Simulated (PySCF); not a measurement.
W(O)2(F)(NH2) (FH2NO2W), SMILES [F][W](=[O])(=[O])[NH2], multiplicity 1.

Coordinates come from a PBE0-D3(BJ)/def2-SVP optimisation. The spin state was assumed, not searched. The structure was generated by enumeration; whether it is a known compound was not checked. The def2 effective core potentials stand for the cores of W; spin–orbit coupling is left out. One conformer was computed; it need not be the lowest.

Calculation: M06-2X/def2-TZVP (PySCF).

Isolated molecule, no solvent.

| Quantity | Result |
|---|---|
| total energy | -373.43678 hartree |
| point group | Cs |
| highest occupied level | -10.52 eV |
| lowest empty level | -0.76 eV |
| orbital gap | 9.76 eV |
| dipole moment | 4.23 D |
| quadrupole, principal values (traceless, Buckingham form, about the centre of nuclear charge) | -8.04, -3.94, 11.98 D·Å |
| mean static polarisability | 47.3 bohr³ (7.00 Å³) |
| polarisability, principal values | 40.9, 49.2, 51.7 bohr³ |
